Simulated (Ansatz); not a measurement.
(MgO)n: binding per atom (eV) at several levels, gas phase, relaxed structures; Ansatz. Clusters are the lowest isomers that short searches found in that spin, judged at the geometry's level. Binding counts from free atoms in the multiplicity of their measured ground term, without zero-point energy. Singlets are spin-restricted. A dash marks a value that wasn't run or was left out as unsound. The structures are stationary points that may keep the symmetry of their start.

```
            species    state             geometry  HF/6-31G  PBE-D4/def2-SVP  r2SCAN-D4/def2-TZVPD  PBE0-D4/def2-SVP  PBE0-D4/def2-TZVP
(MgO)2 ring (Mg2O2)  singlet  r2SCAN-D4/def2-TZVP      0.78             2.82                  2.81              2.55               2.58
(MgO)3 ring (Mg3O3)  singlet     PBE0-D4/def2-SVP      1.49             3.41                  3.37              3.17               3.15
              Mg4O4  singlet      PBE-D4/def2-SVP         –             3.59                  3.54              3.36               3.32
              Mg7O7  singlet   r2SCAN-D4/def2-SVP      1.91             3.71                     –              3.50               3.45
```

(1) Estimate the column for r2SCAN0-D4/def2-TZVP.

(1) (MgO)2 ring (Mg2O2) 2.56; (MgO)3 ring (Mg3O3) 3.15; Mg7O7 3.45.
